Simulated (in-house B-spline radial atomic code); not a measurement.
Orbital energies and mean radii along the 61-electron series, configuration [Xe] 4f7. The effective charge is n√(-2ε), a non-relativistic measure. Computed with a radial B-spline atomic code at the basis-set limit: non-relativistic Hartree-Fock, average of the configuration, point nuclei.

This level leaves out relativity, spin-orbit splitting included, which matters for heavy ions.

```
 ion   Z  energy of 4p (Eh)  mean radius of 4p (bohr)  energy of 4s (Eh)  mean radius of 4s (bohr)  energy of 3p (Eh)  mean radius of 3p (bohr)  energy of 5s (Eh)  mean radius of 5s (bohr)  effective charge of 4p
Eu2+  63            -10.757                   0.61506            -13.255                    0.5991              -55.6                   0.25454            -2.2847                    1.4961                  18.553
Gd3+  64            -11.896                    0.6005            -14.473                    0.5859            -58.672                   0.24965            -2.8999                    1.4274                  19.511
Tb4+  65            -13.139                   0.58633            -15.797                   0.57305            -61.899                   0.24493            -3.5747                    1.3638                  20.505
```
